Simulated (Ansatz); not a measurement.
Reaction (SMILES): COB(Cl)Cl -> [CH2]OB(Cl)Cl + H atom (the C-H bond at the site shown breaks; other sites are not compared here)
Structures are relaxed separately at B3LYP-D3(BJ)/def2-TZVP in Ansatz (a first-principles code), one conformer each, not searched for the lowest. Frequencies are from Ansatz.
Geometry of the first species:
SMILES: ClB(OC)Cl
```xyz
8

B      0.0446     0.1687    -0.0755
Cl     1.1911     1.3242    -0.7458
Cl     0.6274    -1.4195     0.4519
O     -1.2366     0.5251     0.0162
C     -2.2715    -0.3134     0.5397
H     -2.0613    -0.5748     1.5764
H     -2.3585    -1.2245    -0.0517
H     -3.1954     0.2561     0.4811
```

Quantity: bond dissociation energy (enthalpy at 298 K, with B3LYP-D3(BJ) rigid-rotor harmonic-oscillator terms), in eV. Cores are frozen in the correlated levels unless marked. UHF or UKS for open shells. Spin-orbit coupling is left out. Non-relativistic. CBS(X,Y): correlation extrapolated as X^-3; Hartree-Fock from the larger set. [CCSD(T)-MP2]/basis is that difference in the basis named.

Level to compare with: RI-MP2/CBS(cc-pV(T+d)Z,cc-pV(Q+d)Z)+[CCSD(T)-MP2]/cc-pV(T+d)Z (Ansatz), 4.34 eV. It is a level with limits of its own, and the differences hold the functionals' basis error too.

Problem. Rank these functionals by how close they come to RI-MP2/CBS(cc-pV(T+d)Z,cc-pV(Q+d)Z)+[CCSD(T)-MP2]/cc-pV(T+d)Z, closest first: r2SCAN/def2-TZVPD (Ansatz); wB97M-V/def2-TZVPD (Ansatz); HSE06/def2-TZVPD (Ansatz).

Solution. wB97M-V/def2-TZVPD (range-separated hybrid meta-GGA with VV10, 4.26 eV, difference -0.08), HSE06/def2-TZVPD (screened hybrid, 4.08 eV, difference -0.26), r2SCAN/def2-TZVPD (meta-GGA, 4.02 eV, difference -0.32)
